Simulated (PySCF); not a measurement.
# 17O chemical shifts

One conformer, one averaged value for each set of equivalent atoms, relativity neglected, no solvent. σ from GIAO-PBE0/pcSseg-1; GFN2-xTB geometry; PySCF 2.14.

Shieldings were converted by a linear fit to measured shifts: 17O (scatter 10.7 ppm rms, 12.2 ppm with the 3 outliers that the fit left out vs liquid water, solution or neat liquid). Occasional misses reach two or three times the rms, and more in compound classes unlike the fitted ones.

Question: Give the 17O shifts of `O=C/C=C/C(=O)CC[SiH3]`, `C/C=C1\COCC(=O)[SiH2]1`, `C=C1[SiH2]O[C@H](OC)C1=C`.

Answer: 
```
                                                       compound                                       environment  δ (ppm)
 [O:1]=[CH:2]/[CH:3]=[CH:4]/[C:5](=[O:6])[CH2:7][CH2:8][SiH3:9]                               O1: aldehyde oxygen    652.7
 [O:1]=[CH:2]/[CH:3]=[CH:4]/[C:5](=[O:6])[CH2:7][CH2:8][SiH3:9]                                 O6: ketone oxygen    586.9
[CH3:1]/[CH:2]=[C:3]1\[CH2:4][O:5][CH2:6][C:7](=[O:8])[SiH2:9]1                               O8: carbonyl oxygen    726.4
[CH3:1]/[CH:2]=[C:3]1\[CH2:4][O:5][CH2:6][C:7](=[O:8])[SiH2:9]1                                  O5: ether oxygen     -4.2
 [CH2:1]=[C:2]1[SiH2:3][O:4][C@H:5]([O:6][CH3:7])[C:8]1=[CH2:9]                                  O6: ether oxygen     42.0
 [CH2:1]=[C:2]1[SiH2:3][O:4][C@H:5]([O:6][CH3:7])[C:8]1=[CH2:9]  O4: oxygen bonded to C, Si, in a 5-membered ring     23.8
```

Question: Order these by 17O shift, lowest first.
A. C#CC[C@@]1(F)OC[SiH2]1
B. CC(=O)C#C[Si@H](P)C[SiH3]
C. C#C[Si@@H](C=O)[C@@H](C)F
D. O=C1CC=C([SiH2]F)C1

Answer: A (80.1 ppm, ether oxygen), D (571.3 ppm, ketone oxygen), B (610.2 ppm, ketone oxygen), C (802.7 ppm, carbonyl oxygen).
